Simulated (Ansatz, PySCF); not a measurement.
The PySCF input:
```python
from pyscf import gto, scf, dft

mol = gto.M(
    atom='''
Si    0.79530000    1.18900000    1.36900000
Si    1.87710000   -0.56410000    0.26970000
Si    0.26980000   -1.67980000   -1.00830000
Si   -1.71520000   -0.45220000   -0.87750000
Si   -1.23030000    1.52810000    0.25990000
H     0.54880000    0.83080000    2.77380000
H     1.61460000    2.40140000    1.46530000
H     2.57830000   -1.46380000    1.19310000
H     2.95470000   -0.05190000   -0.58800000
H     0.08020000   -3.06030000   -0.54650000
H     0.70770000   -1.84710000   -2.39940000
H    -2.75110000   -1.21750000   -0.17000000
H    -2.31110000   -0.21530000   -2.19750000
H    -1.10510000    2.64170000   -0.69190000
H    -2.31360000    1.96100000    1.14830000
''',
    basis='sto-3g',
    spin=2,
    verbose=3,
)

mf = dft.UKS(mol)
mf.xc = 'bhandhlyp'
mf.grids.atom_grid = (99, 590)
mf.grids.prune = None
mf.kernel()
```

Question: Write the same job for Ansatz (a quantum-chemistry and plane-wave program).

Answer: Several could match; the one computed here: 
Ansatz 0.2 input:
```yaml
crystal:
  periodic: [false, false, false]
  atoms:
    - {symbol: Si, position_ang: [0.79530000, 1.18900000, 1.36900000]}
    - {symbol: Si, position_ang: [1.87710000, -0.56410000, 0.26970000]}
    - {symbol: Si, position_ang: [0.26980000, -1.67980000, -1.00830000]}
    - {symbol: Si, position_ang: [-1.71520000, -0.45220000, -0.87750000]}
    - {symbol: Si, position_ang: [-1.23030000, 1.52810000, 0.25990000]}
    - {symbol: H, position_ang: [0.54880000, 0.83080000, 2.77380000]}
    - {symbol: H, position_ang: [1.61460000, 2.40140000, 1.46530000]}
    - {symbol: H, position_ang: [2.57830000, -1.46380000, 1.19310000]}
    - {symbol: H, position_ang: [2.95470000, -0.05190000, -0.58800000]}
    - {symbol: H, position_ang: [0.08020000, -3.06030000, -0.54650000]}
    - {symbol: H, position_ang: [0.70770000, -1.84710000, -2.39940000]}
    - {symbol: H, position_ang: [-2.75110000, -1.21750000, -0.17000000]}
    - {symbol: H, position_ang: [-2.31110000, -0.21530000, -2.19750000]}
    - {symbol: H, position_ang: [-1.10510000, 2.64170000, -0.69190000]}
    - {symbol: H, position_ang: [-2.31360000, 1.96100000, 1.14830000]}
basis:
  gaussian:
    orbitals: STO-3G
hamiltonian:
  xc: {name: BHLYP}
magnetization: {spin_polarized: true, initial_magnetization: 2}
accuracy: high
```

Both were run: PySCF gave -1436.439446 Eh and Ansatz -1436.439446 Eh, 0.000 mEh apart.
